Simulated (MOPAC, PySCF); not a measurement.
H7N3OSi, SMILES `[Si](N)(N)(O)N`, neutral singlet in the gas phase. 

Z-matrix (Å, degrees):
```
Si
O 1 1.6549
H 2 0.9604 1 115.90
N 1 1.7064 2 110.33 3 82.37
H 4 1.0054 1 121.59 2 154.56
H 4 1.0054 5 112.87 1 -164.41
N 1 1.7126 2 111.34 3 -161.34
H 7 1.0074 1 119.47 2 84.56
H 7 1.0087 8 110.97 1 145.92
N 1 1.7206 2 105.35 3 -39.53
H 10 1.0074 1 120.18 2 162.13
H 10 1.0081 11 111.27 1 -150.22
```
Charge 0, multiplicity 1.

All levels are single points at this geometry (B3LYP-D3(BJ)/def2-TZVP); Pople sets use spherical d functions. Orbital energies aren't observables, and empty levels follow the basis.

```tsv
level	HOMO (eV)	LUMO (eV)	gap (eV)	dipole (D)	vertical IE, Delta-SCF (eV)
B3LYP-D3(BJ)/def2-TZVP in PySCF	-6.82	0.37	7.20	1.46	9.07
B3LYP/6-311+G** in PySCF	-6.94	-0.47	6.48	1.55	–
B3LYP/6-31G* in PySCF	-6.34	1.61	7.94	1.58	8.70
B3LYP/LANL2DZ in PySCF	-6.64	1.74	8.38	2.05	–
BP86/6-31G* in PySCF	-5.17	1.04	6.21	1.54	–
PM6 in MOPAC	-9.45	1.54	10.99	1.79	–
```
